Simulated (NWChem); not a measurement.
System: CH3NOSi; SMILES N#CO[SiH3]

Parts of the log:

```
             Northwest Computational Chemistry Package (NWChem) 7.3.0
             --------------------------------------------------------

                             Geometry "geometry" -> ""
                             -------------------------

 Output coordinates in angstroms (scale by  1.889725989 to convert to a.u.)

  No.       Tag          Charge          X              Y              Z
 ---- ---------------- ---------- -------------- -------------- --------------
    1 N                    7.0000     0.44385300     2.30879500     0.00000000
    2 C                    6.0000    -0.08506500     1.26936900     0.00000000
    3 O                    8.0000    -0.70911000     0.13759600     0.00000000
    4 Si                  14.0000     0.09744400    -1.37855000     0.00000000
    5 H                    1.0000     0.92776300    -1.47613100    -1.22114900
    6 H                    1.0000    -1.00899300    -2.35476300     0.00000000
    7 H                    1.0000     0.92776300    -1.47613100     1.22114900

 Effective nuclear repulsion energy (a.u.)     142.1059784035

                                 NWChem DFT Module
                                 -----------------

 Summary of "ao basis" -> "ao basis" (spherical)
 ------------------------------------------------------------------------------
       Tag                 Description            Shells   Functions and Types
 ---------------- ------------------------------  ------  ---------------------
 N                           6-31g*                  6       14   3s2p1d
 C                           6-31g*                  6       14   3s2p1d
 O                           6-31g*                  6       14   3s2p1d
 Si                          6-31g*                  8       18   4s3p1d
 H                           6-31g*                  2        2   2s

 in cosmo_initialize ...
 calling solv_data for solv:acetntrl

 solvent parameters
 solvname_short: acetntrl
 solvname_long:  acetonitrile
 dielec:       35.6880
 dielecinf:     1.8069
 nonaqueous SMD model solvent descriptors
 dielec:       35.6880
 sola:          0.0700
 solb:          0.3200
 solc:          0.0000
 solg:         41.2500
 solh:          0.0000
 soln:          1.3442

          ---------------
          -cosmo- solvent
          ---------------
 Cosmo: York-Karplus, doi: 10.1021/jp992097l
 dielectric constant -eps-     =  35.69
 screen = (eps-1)/(eps    )    =   0.97198
 surface charge correction     = lagrangian

[...]

                                COSMO-SMD solvation results
                                ---------------------------

             internal energy in gas <Psi(g)|H|Psi(g)> =      -459.248851423374
         internal energy in solvent <Psi(s)|H|Psi(s)> =      -459.247056177045
                               delta internal energy  =         0.001795246329 (    1.13 kcal/mol)
   total free energy in solvent <Psi(s)|H+V/2|Psi(s)> =      -459.258217709457
 polarization energy contribution <Psi(s)|V/2|Psi(s)> =        -0.011161532412 (   -7.00 kcal/mol)
    total free energy in solvent including G(SMD-CDS) =      -459.254542708802
                       G(SMD-CDS) energy contribution =         0.003675000654 (    2.31 kcal/mol)
     1 M fixed-concentration free energy of solvation =        -0.005691285429 (   -3.57 kcal/mol)

                       DFT Final Molecular Orbital Analysis
                       ------------------------------------

 Vector   17  Occ=2.000000D+00  E=-4.237842D-01
              MO Center= -2.1D-01, -1.6D+00, -2.1D-08, r^2= 2.9D+00
   Bfn.  Coefficient  Atom+Function         Bfn.  Coefficient  Atom+Function
  ----- ------------  ---------------      ----- ------------  ---------------
    49      0.374769  4 Si px                64     -0.302610  6 H  s
    63     -0.272220  6 H  s                 50      0.189825  4 Si py
    45     -0.148348  4 Si px                62      0.142686  5 H  s
    66      0.142686  7 H  s                 61      0.130168  5 H  s
    65      0.130168  7 H  s                  3     -0.120683  1 N  px

 Vector   18  Occ=2.000000D+00  E=-3.872731D-01
              MO Center=  5.9D-02,  1.4D+00, -1.4D-09, r^2= 2.2D+00
   Bfn.  Coefficient  Atom+Function         Bfn.  Coefficient  Atom+Function
  ----- ------------  ---------------      ----- ------------  ---------------
     3      0.378377  1 N  px                31     -0.297212  3 O  px
    17      0.292620  2 C  px                 7      0.252258  1 N  px
    35     -0.237128  3 O  px                 4     -0.208552  1 N  py
    21      0.145982  2 C  px                 8     -0.137610  1 N  py
    18     -0.118782  2 C  py                49      0.103411  4 Si px

 Vector   19  Occ=2.000000D+00  E=-3.725334D-01
              MO Center=  1.1D-01,  1.1D+00,  1.7D-09, r^2= 2.9D+00
   Bfn.  Coefficient  Atom+Function         Bfn.  Coefficient  Atom+Function
  ----- ------------  ---------------      ----- ------------  ---------------
     5      0.410378  1 N  pz                33     -0.361809  3 O  pz
    37     -0.305445  3 O  pz                 9      0.277387  1 N  pz
    19      0.255564  2 C  pz                23      0.145168  2 C  pz
    62     -0.140107  5 H  s                 66      0.140107  7 H  s
    51      0.108692  4 Si pz                61     -0.094735  5 H  s

 Vector   20  Occ=0.000000D+00  E= 1.950229D-02
              MO Center=  1.6D-01, -1.2D+00, -1.5D-09, r^2= 4.4D+00
   Bfn.  Coefficient  Atom+Function         Bfn.  Coefficient  Atom+Function
  ----- ------------  ---------------      ----- ------------  ---------------
    54      1.001733  4 Si py                 6     -0.566086  1 N  s
    22      0.471304  2 C  py                34     -0.424310  3 O  s
    20      0.333833  2 C  s                 50      0.312157  4 Si py
    53     -0.292323  4 Si px                52      0.288091  4 Si s
    64      0.218622  6 H  s                  8      0.208100  1 N  py

[...]
```

Level: M06-2X/6-31G* (spherical d), SMD on the gas-phase geometry. The geometry was optimised at B3LYP/6-31G* (spherical d). Solvent: acetonitrile.

Question: Which NWChem input produces such a log?

Answer: Several could match; the one computed here: the input that was run:
```
start job
memory heap 200 mb stack 900 mb global 1100 mb
geometry units angstroms noautosym nocenter noautoz
  N      0.443853     2.308795     0.000000
  C     -0.085065     1.269369     0.000000
  O     -0.709110     0.137596     0.000000
  Si     0.097444    -1.378550     0.000000
  H      0.927763    -1.476131    -1.221149
  H     -1.008993    -2.354763     0.000000
  H      0.927763    -1.476131     1.221149
end
basis spherical
  N library 6-31g*
  C library 6-31g*
  O library 6-31g*
  Si library 6-31g*
  H library 6-31g*
end
dft
  xc m06-2x
  iterations 150
end
cosmo
  do_cosmo_smd true
  solvent acetntrl
end
task dft energy
```
